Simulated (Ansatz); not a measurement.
`F[SiH](F)[SeH]` + H₂S → `F[SiH](F)S` + H₂Se at 700 K and 1 bar (ligand exchange at the Si–Se bond).

Program: Ansatz. Geometries: PBE0-D4/def2-TZVP. ΔE: electronic, gas phase. CCSD(T)/CBS adds triple-zeta CCSD(T) − MP2 to the extrapolated MP2 energy (def2 sets, frozen cores). This one scheme is used for every species. For Se outer-core shells are correlated without core-valence functions, which leaves a few kJ/mol of doubt a bond. Scalar relativity is left out up to krypton. Each species was taken in one conformer, which may not be the lowest.

| species | CCSD(T)/CBS energy (Eh) | H − E (kJ/mol) | S (J/(mol·K)) |
| --- | --- | --- | --- |
| `F[SiH](F)[SeH]` | -2890.73294 | 117.8 | 411.1 |
| H₂S | -398.97279 | 64.8 | 236.9 |
| `F[SiH](F)S` | -887.80771 | 120.0 | 395.4 |
| H₂Se | -2401.89790 | 61.1 | 251.1 |

H − E and S are ideal-gas, rigid-rotor, harmonic terms from PBE0-D4/def2-TZVP, for one conformer and one mirror image of each species. 1 Eh = 2625.50 kJ/mol, R = 8.31446 J/(mol·K).

Q: By hand: ΔE, ΔH, ΔS and ΔG.

A: ΔE = (-887.80771) + (-2401.89790) − (-2890.73294) − (-398.97279) = 0.00012 Eh = 0.3 kJ/mol. Δ(H − E) = 120.0 + 61.1 − 117.8 − 64.8 = -1.5, so ΔH = -1.2 kJ/mol. ΔS = 395.4 + 251.1 − 411.1 − 236.9 = -1.5 J/(mol·K). ΔG = -1.2 − 700 × (-1.5)/1000 = -0.1 kJ/mol.

Q: By hand: the equilibrium constant, and the temperature at which ΔG would vanish if ΔH and ΔS stayed fixed.

A: log₁₀ K = −ΔG/(RT ln 10) = 0.0. ΔG = 0 at ΔH/ΔS = 800 K, though so small a ΔH makes that figure unsure.

TΔS isn't small against ΔH here. The sign of ΔG lies within the doubt. A doubt of 5 kJ/mol in ΔE shifts log₁₀ K by 0.4 here. Other conformers and mirror images would add mixing entropy, several J/(mol·K) or more a flexible species. These are equilibria of isolated gas molecules and say nothing of rates. Largest T1 diagnostic: 0.012 (customary marks: 0.02 for closed shells, 0.045 for open ones).
